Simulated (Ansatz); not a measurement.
`[CH3][GeH]([F])[F]` + HCl → `[CH3][GeH]([F])[Cl]` + H–F  (ligand exchange at a Ge–F bond)

Calculated with Ansatz (gas phase, PBE0-D4/def2-TZVP geometries, no zero-point term in ΔE). CCSD(T)/CBS is the MP2 limit (def2-TZVPP, def2-QZVPP) plus CCSD(T) − MP2 in def2-TZVPP, frozen cores. This one scheme is used for every species. Functionals use def2-TZVPP. HSE06 is defined as in plane-wave codes. For Ge outer-core shells are correlated without core-valence functions, which leaves a few kJ/mol of doubt a bond. Scalar relativity is left out up to krypton.

| level | ΔE (kcal/mol) |
| --- | --- |
| revPBE-D4 | -2.7 |
| HSE06-D4 | -3.1 |
| PBE | -1.6 |
| r2SCAN0 | -1.9 |
| CCSD/def2-SVP | 1.6 |
| HF/def2-TZVPP | 0.1 |
| CCSD/def2-TZVPP | -1.0 |
| SCS-MP2/def2-QZVPP | -1.5 |

Question: What does CCSD(T)/CBS give? (Estimate.)

Answer: The calculation gave: -2.4 kcal/mol. The listed levels differ from it by -0.3, -0.7, 0.8, 0.5, 4.0, 2.5, 1.4, 0.9 kcal/mol.

Largest T1 diagnostic among the species: 0.012.

The D4 term adds −1.2 kcal/mol with B3LYP and −0.7 kcal/mol with PBE0; it sums over pairs of atoms, weighted by their polarisabilities, and B3LYP, whose exchange is more repulsive, gets the larger term. In def2-TZVPP, CCSD(T) changes the Hartree–Fock value by −1.5 kcal/mol (the triples alone add −0.3 kcal/mol) and MP2 by −2.7 kcal/mol.

B3LYP here is the variant with VWN-RPA as its local correlation; programs differ in this.
